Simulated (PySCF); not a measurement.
CH3BeI, SMILES [Be]([CH3])[I].

Geometry: PBE0-D3(BJ)/def2-TZVP. The def2 effective core potentials stand for the cores of I; spin–orbit coupling is left out.

Computed with TDA-B3LYP/def2-SVPD run with PySCF.

Vertical excitations; the highest root listed may be one member of a degenerate set. The molecule is in vacuum. State labels are in the subgroup Cs.

```csv
state,symmetry,energy (eV),λ (nm),f,main pairs
S1,A",5.92,210,0.000,"HOMO−1→LUMO 50 %, HOMO→LUMO+1 50 %"
S2,A",5.96,208,0.000,"HOMO→LUMO+1, HOMO−1→LUMO (degenerate set)"
S3,A',5.96,208,0.000,"HOMO→LUMO, HOMO−1→LUMO+1 (degenerate set)"
S4,A",6.39,194,0.064,HOMO−1→LUMO+2 (degenerate set)
S5,A',6.39,194,0.064,HOMO→LUMO+2 (degenerate set)
S6,A",6.84,181,0.018,HOMO−2→LUMO+1 (degenerate set)
S7,A',6.84,181,0.018,HOMO−2→LUMO (degenerate set)
S8,A',6.84,181,0.163,"HOMO−1→LUMO+1 38 %, HOMO→LUMO 38 %, HOMO−2→LUMO+2 12 %"
S9,A',7.34,169,0.027,HOMO→LUMO+3 (degenerate set)
S10,A",7.34,169,0.027,HOMO−1→LUMO+3 (degenerate set)
T1,A',5.53,224,0,"HOMO→LUMO 49 %, HOMO−1→LUMO+1 49 %"
T2,A",5.69,218,0,"HOMO−1→LUMO, HOMO→LUMO+1 (degenerate set)"
T3,A',5.69,218,0,"HOMO−1→LUMO+1, HOMO→LUMO (degenerate set)"
T4,A",5.92,210,0,"HOMO→LUMO+1 50 %, HOMO−1→LUMO 50 %"
```
Triplets are in the Tamm–Dancoff approximation.
